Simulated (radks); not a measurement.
All-electron atom: the indium ion In6+ in [Kr] 4d7 (the NIST ground configuration). Method: scalar-relativistic Kohn-Sham, LB94 model potential, spin-polarised, spherical densities, finite nucleus; open shells are filled with parallel spins first (spin-orbit coupling, left out, can overturn this in heavy ions); Fermi nuclear charge, rms radius 4.6156 fm; computed with a radial shooting solver on a logarithmic mesh with Libxc functionals.

Unscreened Slater integrals over Kohn-Sham orbitals (eV). They are taken over the spin-up orbitals.

F0(4d,4d): 23.409
F2(4d,4d): 11.937
F4(4d,4d): 7.9290
F0(4d,4p): 25.112
F2(4d,4p): 12.777
G1(4d,4p): 16.248
G3(4d,4p): 10.053
F0(4d,4s): 25.837
G2(4d,4s): 12.298
F0(4p,4p): 27.279
F2(4p,4p): 14.335
F0(4p,4s): 28.226
G1(4p,4s): 19.204
F0(4s,4s): 29.297

Derived for the open shells (J is the average intra-shell exchange parameter used in DFT+U). 4d: Racah B = F2/49 - 5 F4/441 = 0.1537 eV, C = 35 F4/441 = 0.6293 eV, C/B = 4.09, F4/F2 = 0.664, J = (F2 + F4)/14 = 1.419 eV.
